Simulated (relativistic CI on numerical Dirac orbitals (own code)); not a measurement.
Calculated at this level of theory: Dirac-Coulomb-Breit CI, KLI orbitals optimised for each configuration, model QED (radiative potential, 1s self-energy scaled to tabulated hydrogen-like ionisation energies), unscaled Slater integrals (own radial code, finite nucleus).

The strongest absorption lines from the ground level of an ion, among the configurations computed and to levels below about 58200 eV (vacuum wavelength in Å, gf): 0.2131 (0.0094), 0.2157 (0.017), 0.2206 (0.035), 0.2211 (0.015), 0.2320 (0.094), 0.2332 (0.043), 0.2718 (0.46), 0.2774 (0.24).

(1) Which ion is it?
A. Yb LXIX
B. Tb LXIV
C. Re LXXIV
D. Nd LIX

Answers

(1) B. Tb LXIV has 2 electrons and the ground level 1s2 1S_0; the strongest line goes to 1s.2p 1P°_1. The pattern of lines fixes the number of electrons, and along that sequence the line energies rise steadily with the charge (about as its square where n changes within one kind of shell, about linearly where n is kept but much faster in heavy ions where fine structure, which grows about as Z⁴, sets the gap, and irregularly where shells cross), which fixes Z. Configurations outside the model, such as inner-shell arrays, can give stronger lines. At this charge energies of transitions that change n are usually good to better than 1 %, and those within a shell (Δn = 0) to a few per cent.

LS names give the leading component of a level, which can be under half, so a name can repeat, a term be missing and a line seem to break the LS rules.
